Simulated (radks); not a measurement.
Question: Species: Gd3+. Configuration: [Xe] 4f7 (the NIST ground configuration). Calculated with a radial shooting solver on a logarithmic mesh with Libxc functionals: scalar-relativistic Kohn-Sham, BLYP, spin-polarised, spherical densities, finite nucleus; open shells are filled with parallel spins first (spin-orbit coupling, left out, can overturn this in heavy ions); Fermi nuclear charge, rms radius 5.1569 fm. Some entries of the table are withheld. Estimate them.

orbital  occ.  eigenvalue (eV)  r(max) (bohr)
1s down     1        -50125.33        0.01392
1s up       1        -50125.33        0.01392
2s up       1        -8296.806        0.07901
2s down     1        -8296.752        0.07901
2p up       3        -7387.055        0.06394
2p down     3        -7387.018        0.06394
3s up       1        -1858.792         0.2243
3s down     1        -1856.181         0.2242
3p up       3        -1576.902         0.2201
3p down     3        -1574.305         0.2200
3d up       5        -1204.195         0.1801
3d down     5        -1202.197         0.1799
4s up       1        -396.0498         0.5156
4s down     1        -389.8758         0.5154
4p up       3        -303.1230         0.5381
4p down     3        -297.0168         0.5379
4d up       5              (1)         0.5589
4d down     5              (2)         0.5587
5s up       1         -75.6227          1.189
5s down     1         -72.6322          1.202
5p up       3              (3)          1.340
5p down     3              (4)          1.361
4f up       7         -35.3492         0.5661
4f down     0         -30.0821         0.5694

Answer: 
(1) 4d up eigenvalue (eV): -174.5326
(2) 4d down eigenvalue (eV): -168.5427
(3) 5p up eigenvalue (eV): -52.5081
(4) 5p down eigenvalue (eV): -50.2861
